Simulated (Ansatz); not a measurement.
Molecular dynamics of BBrClFH₂

Input:

```yaml
crystal:
  periodic: [false, false, false]
  atoms:
    - { symbol: B, position_ang: [-0.074796, -0.184274, 0.013408] }
    - { symbol: F, position_ang: [-0.116215, 0.071258, 1.500786] }
    - { symbol: H, position_ang: [1.002935, -0.029685, -0.44258] }
    - { symbol: Cl, position_ang: [-1.540519, 0.345718, -0.792224] }
    - { symbol: Br, position_ang: [-0.150046, -2.420373, 0.639513] }
    - { symbol: H, position_ang: [-0.14516, -1.038844, 1.668398] }
basis:
  gaussian: { orbitals: def2-SVP }
hamiltonian:
  xc: hf
md:
  timestep: 0.5
  n_steps: 200
  ensemble: nve
  temperature: 300.0
  initial_velocities: maxwell_boltzmann
  seed: 8972
```

Launched with:

```bash
$ ansatz run input.yaml --threads 1 --pin off --max-ram 2048MiB --backend cpu --events-out ev --progress --plain --runs-dir out
```

It starts at the highest image of a converged band, a first-order saddle point between two minima.

Output, in part (one step line in 7, the closing report, with atoms numbered from 0):

```
md step     0: t =     0.00 fs  T =   300.0 K  F+E_penalty+E_count = -85897.36052478 eV  E_kin = 0.155112 eV  conserved = -85897.20541278 eV  (34 SCF iters)
md step     7: t =     3.50 fs  T =   217.3 K  F+E_penalty+E_count = -85897.31759228 eV  E_kin = 0.112357 eV  conserved = -85897.20523494 eV  (37 SCF iters)
md step    14: t =     7.00 fs  T =   185.8 K  F+E_penalty+E_count = -85897.30117664 eV  E_kin = 0.096084 eV  conserved = -85897.20509235 eV  (36 SCF iters)
md step    21: t =    10.50 fs  T =   292.6 K  F+E_penalty+E_count = -85897.35684565 eV  E_kin = 0.151284 eV  conserved = -85897.20556162 eV  (33 SCF iters)
md step    28: t =    14.00 fs  T =   551.7 K  F+E_penalty+E_count = -85897.49168704 eV  E_kin = 0.285251 eV  conserved = -85897.20643600 eV  (34 SCF iters)
md step    35: t =    17.50 fs  T =   670.1 K  F+E_penalty+E_count = -85897.55177378 eV  E_kin = 0.346472 eV  conserved = -85897.20530207 eV  (33 SCF iters)
md step    42: t =    21.00 fs  T =   861.3 K  F+E_penalty+E_count = -85897.64960252 eV  E_kin = 0.445329 eV  conserved = -85897.20427321 eV  (33 SCF iters)
md step    49: t =    24.50 fs  T =  1145.7 K  F+E_penalty+E_count = -85897.79698959 eV  E_kin = 0.592389 eV  conserved = -85897.20460079 eV  (33 SCF iters)
md step    56: t =    28.00 fs  T =  1480.5 K  F+E_penalty+E_count = -85897.97092337 eV  E_kin = 0.765470 eV  conserved = -85897.20545313 eV  (33 SCF iters)
md step    63: t =    31.50 fs  T =  1637.3 K  F+E_penalty+E_count = -85898.05238305 eV  E_kin = 0.846569 eV  conserved = -85897.20581364 eV  (34 SCF iters)
md step    70: t =    35.00 fs  T =  1625.4 K  F+E_penalty+E_count = -85898.04792009 eV  E_kin = 0.840382 eV  conserved = -85897.20753789 eV  (32 SCF iters)
md step    77: t =    38.50 fs  T =  1540.9 K  F+E_penalty+E_count = -85898.00362998 eV  E_kin = 0.796704 eV  conserved = -85897.20692615 eV  (34 SCF iters)
md step    84: t =    42.00 fs  T =  1717.8 K  F+E_penalty+E_count = -85898.09564435 eV  E_kin = 0.888191 eV  conserved = -85897.20745352 eV  (34 SCF iters)
md step    91: t =    45.50 fs  T =  1939.5 K  F+E_penalty+E_count = -85898.21078707 eV  E_kin = 1.002801 eV  conserved = -85897.20798622 eV  (35 SCF iters)
md step    98: t =    49.00 fs  T =  1882.3 K  F+E_penalty+E_count = -85898.17969041 eV  E_kin = 0.973241 eV  conserved = -85897.20644986 eV  (35 SCF iters)
md step   105: t =    52.50 fs  T =  1889.3 K  F+E_penalty+E_count = -85898.18367473 eV  E_kin = 0.976819 eV  conserved = -85897.20685596 eV  (35 SCF iters)
md step   112: t =    56.00 fs  T =  2062.7 K  F+E_penalty+E_count = -85898.27191465 eV  E_kin = 1.066487 eV  conserved = -85897.20542738 eV  (35 SCF iters)
md step   119: t =    59.50 fs  T =  2156.6 K  F+E_penalty+E_count = -85898.32050655 eV  E_kin = 1.115035 eV  conserved = -85897.20547157 eV  (35 SCF iters)
md step   126: t =    63.00 fs  T =  1917.3 K  F+E_penalty+E_count = -85898.19598145 eV  E_kin = 0.991342 eV  conserved = -85897.20463960 eV  (34 SCF iters)
md step   133: t =    66.50 fs  T =  1640.0 K  F+E_penalty+E_count = -85898.05163266 eV  E_kin = 0.847962 eV  conserved = -85897.20367108 eV  (34 SCF iters)
md step   140: t =    70.00 fs  T =  1530.4 K  F+E_penalty+E_count = -85897.99553831 eV  E_kin = 0.791266 eV  conserved = -85897.20427234 eV  (27 SCF iters)
md step   147: t =    73.50 fs  T =  1629.1 K  F+E_penalty+E_count = -85898.04630422 eV  E_kin = 0.842300 eV  conserved = -85897.20400433 eV  (35 SCF iters)
md step   154: t =    77.00 fs  T =  1851.6 K  F+E_penalty+E_count = -85898.16214429 eV  E_kin = 0.957375 eV  conserved = -85897.20476944 eV  (37 SCF iters)
md step   161: t =    80.50 fs  T =  2084.5 K  F+E_penalty+E_count = -85898.28366096 eV  E_kin = 1.077753 eV  conserved = -85897.20590759 eV  (37 SCF iters)
md step   168: t =    84.00 fs  T =  2061.2 K  F+E_penalty+E_count = -85898.27151679 eV  E_kin = 1.065737 eV  conserved = -85897.20577931 eV  (36 SCF iters)
md step   175: t =    87.50 fs  T =  1822.7 K  F+E_penalty+E_count = -85898.14984721 eV  E_kin = 0.942408 eV  conserved = -85897.20743933 eV  (36 SCF iters)
md step   182: t =    91.00 fs  T =  1470.4 K  F+E_penalty+E_count = -85897.96664676 eV  E_kin = 0.760271 eV  conserved = -85897.20637581 eV  (38 SCF iters)
md step   189: t =    94.50 fs  T =  1549.8 K  F+E_penalty+E_count = -85898.00895782 eV  E_kin = 0.801325 eV  conserved = -85897.20763293 eV  (40 SCF iters)
md step   196: t =    98.00 fs  T =  1907.6 K  F+E_penalty+E_count = -85898.19399470 eV  E_kin = 0.986286 eV  conserved = -85897.20770861 eV  (39 SCF iters)
md step   200: t =   100.00 fs  T =  1937.6 K  F+E_penalty+E_count = -85898.20646729 eV  E_kin = 1.001794 eV  conserved = -85897.20467331 eV  (35 SCF iters)
Total energy: -85898.20646729 eV, -3156.7008637774 hartree
Atom 0 at    -0.154504    -1.102840    -0.815270 Å, force     0.153330     0.966279    -1.040979 eV/Å
Atom 1 at     0.036714     1.167795     2.773050 Å, force    -2.990888    -0.680327    -0.435189 eV/Å
Atom 2 at     0.665726    -0.978771    -1.661632 Å, force     0.177077    -0.223786     0.090492 eV/Å
Atom 3 at    -1.444032     0.040719    -0.767072 Å, force    -0.721953     0.963125    -0.211509 eV/Å
Atom 4 at    -0.204828    -2.434786     0.440992 Å, force     0.394839    -1.678197     1.216559 eV/Å
Atom 5 at    -0.886234     0.962976     2.647356 Å, force     2.987595     0.652906     0.380627 eV/Å
Dipole moment:    -0.273150    -0.120258    -0.146834 e Å
```

All steps were run. The conserved energy stayed within 0.44 meV per atom of its start (net change 0.12 meV per atom), so the integration is sound. The kinetic energy rose, since the run started high on the potential surface and went downhill. It ends in pieces (BBrClH + FH), so much of that is their flight and rotation, not heat. A run of 0.1 ps of so small a system gives no equilibrium averages. The orbitals stay closed-shell, which can raise the energy where a bond breaks towards radicals; this wasn't checked here.

Between its relaxed ends the band would form B1–Br5, F2–H6 and break B1–F2, Br5–H6. These pairs go: B1–Br5 2.32 → 1.83 Å, F2–H6 1.12 → 0.95 Å, B1–F2 1.51 → 4.25 Å, Br5–H6 1.72 → 4.11 Å. In the last frame they stand as after the step (other bonds may differ from the relaxed reactants and products). It ends as BBrClH + FH. Pairs count as bonded within 1.25 times the sum of covalent radii (0.12 Å more for H–H).

Last frame:

```xyz
6
Properties=species:S:1:pos:R:3
B -0.154 -1.103 -0.815
F 0.037 1.168 2.773
H 0.666 -0.979 -1.662
Cl -1.444 0.041 -0.767
Br -0.205 -2.435 0.441
H -0.886 0.963 2.647
```

The run took 5.5 min on 1 thread of Arm Neoverse V1, with other jobs on the host, peak memory 0.16 GiB.
